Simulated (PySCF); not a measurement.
Species: 1,1-difluoro-2-vinylcyclopropane, C5H6F2.
Atom-mapped SMILES: `[CH2:1]=[CH:2][C@@H:3]1[CH2:4][C:5]1([F:6])[F:7]` (hydrogens: H8, H9 on C1; H10 on C2; H11 on C3; H12, H13 on C4)

Computed by this run: PySCF, PBE0-D3(BJ)/def2-SVP geometry optimisation, gas phase; density fitting, grid level 1; the optimiser is geomeTRIC in internal coordinates, started from a GFN2-xTB structure with every atom displaced at random (about 0.01 Å).

Step 0: E = -10695.6230 eV
```
atom  x, y, z in Å  |  force x, y, z in eV/Å
C1      2.1948    0.6245   -0.4134   -1.257   0.319   1.280
C2      0.9846    0.4507    0.1400    0.359  -0.231  -0.309
C3     -0.1766   -0.1533   -0.5672    1.693   0.053   0.999
C4     -1.5428    0.3193   -0.2463   -1.754  -0.260   0.270
C5     -1.1138   -1.0332    0.1793   -0.121   0.023   0.628
F6     -1.6080   -2.1300   -0.4033    0.004   0.167  -0.120
F7     -0.9126   -1.2966    1.4950    0.026   0.320  -0.685
H8      3.0038    1.0938    0.1189    0.430   0.176   0.406
H9      2.3649    0.3781   -1.4222    0.316  -0.479  -1.581
H10     0.8102    0.7310    1.1816    0.005   0.059   0.096
H11     0.0290   -0.4460   -1.5747    0.042  -0.262  -0.945
H12    -2.2859    0.3660   -1.0387   -0.057  -0.056  -0.309
H13    -1.7291    1.0707    0.5170    0.313   0.170   0.270
```

Step 1: E = -10695.7660 eV
```
atom  x, y, z in Å  |  force x, y, z in eV/Å
C1      2.1591    0.6997   -0.4261    0.542  -0.005  -0.322
C2      1.0131    0.3684    0.1579   -0.344   0.079   0.210
C3     -0.1408   -0.2205   -0.5419    0.009   0.011  -0.210
C4     -1.5662    0.3100   -0.2649   -0.024  -0.036   0.118
C5     -1.1500   -1.0198    0.2000    0.190   0.152  -0.066
F6     -1.6600   -2.1192   -0.3570   -0.050  -0.068   0.009
F7     -0.9543   -1.2042    1.5113   -0.107  -0.118   0.052
H8      2.9847    1.1314    0.1509   -0.097  -0.009  -0.074
H9      2.3384    0.5283   -1.5003   -0.067   0.042   0.266
H10     0.8744    0.5618    1.2291    0.030  -0.052  -0.034
H11     0.0426   -0.5245   -1.5805   -0.066  -0.037   0.108
H12    -2.2545    0.3768   -1.1073   -0.023  -0.021  -0.083
H13    -1.6676    1.0870    0.4948    0.010   0.061   0.028
```

Step 2: E = -10695.7736 eV
```
atom  x, y, z in Å  |  force x, y, z in eV/Å
C1      2.1708    0.6966   -0.4268   -0.012  -0.057  -0.049
C2      1.0134    0.3799    0.1589    0.023   0.045  -0.009
C3     -0.1419   -0.2143   -0.5399    0.067   0.023   0.009
C4     -1.5697    0.3093   -0.2582   -0.037  -0.010  -0.011
C5     -1.1486   -1.0215    0.1986    0.042   0.092   0.042
F6     -1.6588   -2.1185   -0.3660   -0.011  -0.026  -0.042
F7     -0.9732   -1.2212    1.5115    0.002  -0.034  -0.010
H8      2.9952    1.1427    0.1347   -0.029  -0.011   0.036
H9      2.3424    0.5148   -1.4932   -0.022   0.005   0.022
H10     0.8785    0.5703    1.2297   -0.001   0.002   0.003
H11     0.0363   -0.5240   -1.5747   -0.028  -0.028   0.011
H12    -2.2502    0.3728   -1.1102   -0.008  -0.003   0.010
H13    -1.6755    1.0882    0.5015    0.014   0.001  -0.013
```

**Question.** Estimate the geometry and energy of step 3. (The exact step hangs on the optimiser's Hessian estimate; all steps are aligned on step 2, rigid shifts and turns removed.)

**Answer.** E = -10695.7746 eV, largest force 0.131 eV/Å
```
atom  x, y, z in Å  |  force x, y, z in eV/Å
C1      2.1714    0.6895   -0.4311   -0.042   0.009   0.124
C2      1.0122    0.3891    0.1594    0.013  -0.029  -0.101
C3     -0.1416   -0.2070   -0.5388   -0.002   0.017   0.029
C4     -1.5726    0.3100   -0.2566   -0.026  -0.010  -0.019
C5     -1.1442   -1.0190    0.1977    0.010   0.026   0.070
F6     -1.6488   -2.1167   -0.3728   -0.006  -0.002  -0.038
F7     -0.9689   -1.2274    1.5094    0.004  -0.002  -0.015
H8      2.9892    1.1323    0.1409    0.045   0.003  -0.015
H9      2.3432    0.5055   -1.4950   -0.005  -0.011  -0.026
H10     0.8802    0.5827    1.2299   -0.002   0.012  -0.002
H11     0.0343   -0.5225   -1.5715   -0.002  -0.010  -0.015
H12    -2.2555    0.3687   -1.1075    0.003   0.002   0.017
H13    -1.6801    1.0899    0.5019    0.010  -0.005  -0.009
```

The energy changes by -0.0010 eV. The first-order estimate −F·Δx gives -0.0025 eV and the mean of the old and new forces, exact on a quadratic surface, -0.0009 eV. The step makes an angle of 65° with the force vector and moves no atom by more than 0.014 Å.

The cost below is that of the whole optimisation. On one thread, Arm Neoverse V2 (aarch64) (shared host), this took 71 s and 0.50 GiB of memory at its peak.
